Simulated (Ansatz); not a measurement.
W₂N₂, 4 atoms. Hardware: 2 threads of Arm Neoverse V1 on a shared host.

In the def2 sets W takes a core potential; there is no spin–orbit coupling. Correlated methods freeze 2 core orbitals; core or outer-core shells of W are correlated, in sets that lack core-valence functions.

Task: How many basis functions does each of these Ansatz runs have, and roughly what does it cost? CAM-B3LYP-D4/def2-TZVP, charge 0 singlet, energy, from earlier orbitals; LC-ωPBE (ω = 0.20 bohr⁻¹)/def2-TZVP, charge 0 triplet, energy, from earlier orbitals; LC-ωPBE (ω = 0.15 bohr⁻¹)/def2-TZVP, charge 0 singlet, energy, from earlier orbitals; ωB97X-V/def2-TZVP, charge 0 quintet, energy, from earlier orbitals; PBE0-D4/def2-TZVP, charge 0 triplet, energy, from earlier orbitals; PBE-D4/def2-TZVPD, charge -1 doublet at the geometry of the charge 0 singlet, energy, from earlier orbitals; LC-ωPBE (ω = 0.15 bohr⁻¹)/def2-TZVP, charge -1 doublet at the geometry of the charge 0 singlet, energy, from earlier orbitals; LC-ωPBE/def2-TZVP, charge 0 quintet, energy, from earlier orbitals; RPA@PBE/def2-TZVP, charge 0 quintet, energy, from earlier orbitals; PBE-D4/def2-TZVP, charge 0 singlet, relaxation, 6 steps; B2PLYP/def2-TZVP, charge 0 singlet, energy, from earlier orbitals; PBE0-D4/def2-TZVP, charge 0 unrestricted singlet, energy, from earlier orbitals.

Result: Other jobs shared the machine, so times can vary by a factor of up to 3. A dash marks memory too small to be measured apart from the calling script's.

| run | functions | fitting or Cholesky vectors | wall time | peak host memory (GiB) |
| --- | --- | --- | --- | --- |
| LC-ωPBE (ω = 0.15 bohr⁻¹)/def2-TZVP, charge 0 singlet, energy, from earlier orbitals | 142 | 958 | 3.6 s | – |
| B2PLYP/def2-TZVP, charge 0 singlet, energy, from earlier orbitals | 142 | 1141 | 8.5 s | – |
| CAM-B3LYP-D4/def2-TZVP, charge 0 singlet, energy, from earlier orbitals | 142 | 1070 | 9.5 s | – |
| RPA@PBE/def2-TZVP, charge 0 quintet, energy, from earlier orbitals | 142 | 1143 | 11 s | – |
| PBE-D4/def2-TZVP, charge 0 singlet, relaxation, 6 steps | 142 | 958 | 13 s | – |
| PBE0-D4/def2-TZVP, charge 0 triplet, energy, from earlier orbitals | 142 | 1110 | 15 s | 0.55 |
| LC-ωPBE (ω = 0.20 bohr⁻¹)/def2-TZVP, charge 0 triplet, energy, from earlier orbitals | 142 | 958 | 16 s | – |
| PBE-D4/def2-TZVPD, charge -1 doublet at the geometry of the charge 0 singlet, energy, from earlier orbitals | 160 | 1050 | 17 s | – |
| LC-ωPBE/def2-TZVP, charge 0 quintet, energy, from earlier orbitals | 142 | 958 | 17 s | – |
| LC-ωPBE (ω = 0.15 bohr⁻¹)/def2-TZVP, charge -1 doublet at the geometry of the charge 0 singlet, energy, from earlier orbitals | 142 | 958 | 18 s | – |
| PBE0-D4/def2-TZVP, charge 0 unrestricted singlet, energy, from earlier orbitals | 142 | 1110 | 38 s | – |
| ωB97X-V/def2-TZVP, charge 0 quintet, energy, from earlier orbitals | 142 | 1070 | 62 s | 0.77 |
